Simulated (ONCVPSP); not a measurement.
**molybdenum, ONCV: configuration errors across variants**

```
Element                 : Mo (Z = 42)
Generator               : ONCVPSP 4.0.1
Type                    : optimised norm-conserving Vanderbilt (ONCV)
Functional              : PBE
Relativity              : scalar-relativistic
Frozen core             : [Ar] 3d10 4s2
Valence charge          : 12
Reference configuration : 4p6 4d5 5s0.5 5p0.5
Partial waves           : 5s: rc 2.90 bohr, ncon 4, nbas 8, qcut 2.2 1/bohr, 2 projectors, debl 3.7 Ha; 4p+5p: rc 2.50 bohr, ncon 4, nbas 7, qcut 5.6 1/bohr, 2 projectors; 4d: rc 2.30 bohr, ncon 4, nbas 9, qcut 7.1 1/bohr, 2 projectors, debl 1.9 Ha
Local potential         : polynomial inside 1.70 bohr (lpopt 2, dvloc0 0 Ha)
Core correction         : none
```

All-electron excitation energies from the reference (eV): (1) 4p6 4d5 5s1 5p0 -1.544; (2) 4p6 4d5 5s0 5p0 5.346; (3) 4p6 4d4 5s0 5p0 20.808; (4) 4p6 4d5.5 5s0.5 5p0 -1.264.

2 further variants failed, have other tests or another functional or relativity, and are left out.

Errors AE − PS in meV (a dash: test not solved or not reliable):

```csv
change,(1),(2),(3),(4),bound ghosts,GHOST(+) flags above zero
base,-1.0,-2.5,+11,-0.5,none,s
p: qcut 6.3,-1.0,-2.4,+12,-0.4,none,s
"all radii scaled by about 1.34 (s 3.88, p 3.34, d 3.08 bohr); local potential polynomial inside 2.28 bohr (lpopt 2, dvloc0 0 Ha)",-3.0,-4.5,-31,+0.4,none,s
d: rc 2.48,-1.0,-2.3,+12,-0.3,none,s
```

Q: Give the same row for: s: nproj 3.

A: -1.1, -2.5, +11, -0.6; bound ghosts: none; GHOST(+) flags above zero: s.
